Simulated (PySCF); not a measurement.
All values below come from PBE0-D3(BJ)/def2-TZVPD run with PySCF. Isolated molecules, 0 K electronic values unless said otherwise. 

Reference species (SMILES): `[Cl][Al-][CH3]` (lower singlet) (charge -1, multiplicity 1).

HOMO: -0.10 eV

Changed species: `[CH3][Al-][C]#N` (lower singlet) (X = cyano, multiplicity 1; the reference has X = chloro, multiplicity 1).

Problem. Predict the effect on the HOMO.

Solution. the HOMO drops by 0.22 eV, to -0.32 eV.
